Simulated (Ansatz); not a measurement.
Reaction (atomization): `[SiH3]C(Cl)I` → C• + Cl• + 4 H• + I• + Si•

Isolated molecules relaxed with PBE0-D4/def2-TZVP in Ansatz; ΔE leaves out vibrations. CBS: MP2 limit from def2 TZ/QZ plus the TZ coupled-cluster correction, frozen cores. This one scheme is used for every species, atoms too. Functionals use def2-TZVPP. B3LYP here is the variant with VWN-RPA as its local correlation; programs differ in this. Open shells (•) are unrestricted, without spin–orbit coupling. Spin–orbit coupling would lower the free atoms: a little for C, Cl, Si; strongly for I. def2 core potentials past Kr. For I outer-core shells are correlated without core-valence functions, so the limit isn't a true one: a few kJ/mol of doubt a bond, and 10 to 20 or more in all where bonds break to atoms.

CCSD(T)/CBS gives +2345.0 kJ/mol.

Question: Another level gave +2275.8 kJ/mol. Which?
A. B3LYP-D4/def2-TZVPP
B. r2SCAN0-D4/def2-TZVPP
C. B3LYP/def2-TZVPP
D. PBE0/def2-TZVPP

Answer: C. B3LYP 2275.8, PBE0 2307.6, r2SCAN0-D4 2302.3, B3LYP-D4 2315.3 kJ/mol.

Largest T1 diagnostic among the species: 0.012.

The D4 term adds +39.5 kJ/mol with B3LYP and +20.4 kJ/mol with PBE0; it sums over pairs of atoms, weighted by their polarisabilities, and B3LYP, whose exchange is more repulsive, gets the larger term. Leaving LDA and LC-ωPBE aside and taking each functional with its dispersion term where it has one, the values, not all of them listed here, spread over 97.5 kJ/mol, from BHLYP-D4 to PBE-D4. LDA lies +328.2 kJ/mol from PBE without D4, its usual overbinding.

For atomizations the MP2-based limit and the directly extrapolated one differ by several kJ/mol either way, and by 10 to 25 for some Ge, Se and Sn compounds, so smaller differences from it don't rank the levels.
